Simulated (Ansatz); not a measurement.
Gas-phase electronic energies from Ansatz, PBE0-D4/def2-TZVP geometries. CBS: MP2 limit from def2 TZ/QZ plus the TZ coupled-cluster correction, frozen cores. One conformer a species, not always the lowest.

Reaction (isomerisation): `[F][Al]1[CH2][SiH2][CH2]1` → `C=C(F)[SiH2][AlH2]`

CCSD(T)/CBS gives +389.4 kJ/mol.

Question: Another level gave +416.7 kJ/mol. Which?
A. MP2/def2-TZVPP
B. CCSD(T)/def2-TZVPP
C. SCS-MP2/def2-TZVPP
D. HF/def2-TZVPP

Answer: A. MP2/def2-TZVPP 416.7, SCS-MP2/def2-TZVPP 393.6, CCSD(T)/def2-TZVPP 382.9, HF/def2-TZVPP 349.7 kJ/mol.

Largest T1 diagnostic among the species: 0.013.

From PBE to PBE0 (25 % exact exchange), in def2-TZVPP and without D4, ΔE moves by +15.2 kJ/mol. In def2-TZVPP, CCSD(T) changes the Hartree–Fock value by +33.3 kJ/mol (the triples alone add +0.4 kJ/mol) and MP2 by +67.0 kJ/mol.
